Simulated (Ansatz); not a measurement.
C3H6O, SMILES `C=COC` (C–C–O–C torsion 0°) (charge 0, multiplicity 1).

Cartesian coordinates (Å):
```xyz
10

C      1.3809     0.4035    -0.1982
C      0.7575    -0.7715    -0.1429
O     -0.5515    -1.0109     0.0973
C     -1.3808     0.1183     0.3206
H      2.4410     0.4222    -0.4024
H      0.8842     1.3505    -0.0494
H      1.2815    -1.7069    -0.2964
H     -2.3827    -0.2667     0.4932
H     -1.0459     0.6822     1.1962
H     -1.3842     0.7794    -0.5510
```
Charge 0, multiplicity 1.

Frozen-core energies in 6-31g from Ansatz (a first-principles code) at a geometry from B3LYP-D3(BJ)/def2-TZVP; the HF reference has <S^2> = 0.00 and the T1 diagnostic is 0.012.

| level | energy (Ha) |
|---|---|
| HF | -191.83216 |
| MP2 | -192.22032 |
| CCSD | -192.25753 |
| CCSD(T) | -192.26853 |

**Question.** Estimate the energies of CCSDT and CCSDT(Q), and give each level's difference from CCSDT(Q).

**Answer.** 
```tsv
level	energy (Ha)	difference from CCSDT(Q) (mHa)
MP2	-192.22032	49.96
CCSD	-192.25753	12.74
CCSD(T)	-192.26853	1.74
CCSDT	-192.26917	1.11
CCSDT(Q)	-192.27028	0.00
```
